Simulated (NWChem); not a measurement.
Species: dimethyl diselenide (C2H6Se2); SMILES C[Se][Se]C

```xyz
10

C     -1.8360    -0.9453    -1.0678
Se    -1.1429     0.2784     0.3327
Se     1.1429    -0.2784     0.3327
C      1.8360     0.9453    -1.0678
H     -2.9204    -0.8007    -1.0829
H     -1.6024    -1.9773    -0.8058
H     -1.4163    -0.6879    -2.0408
H      2.9204     0.8007    -1.0829
H      1.6024     1.9773    -0.8058
H      1.4163     0.6879    -2.0408
```
Atoms are numbered in this order, from 1.

Geometry: optimised at B3LYP/6-31G* (spherical d). B3LYP is NWChem's, with the RPA form of VWN correlation.

Spin-orbit effects, on the heavy nuclei and on their neighbours, are missing.

Give the principal values of the shielding tensors (ppm) of C1, Se2 from B3LYP/6-311G** (spherical d), GIAO (NWChem), with their diamagnetic and paramagnetic parts as GIAO splits them.


```
atom    σ11     σ22     σ33  isotropic  diamagnetic  paramagnetic
----  -----  ------  ------  ---------  -----------  ------------
C1    128.4   162.4   186.8      159.2        248.3         -89.1
Se2   878.2  1048.7  1861.6     1262.9       2996.3       -1733.4
```
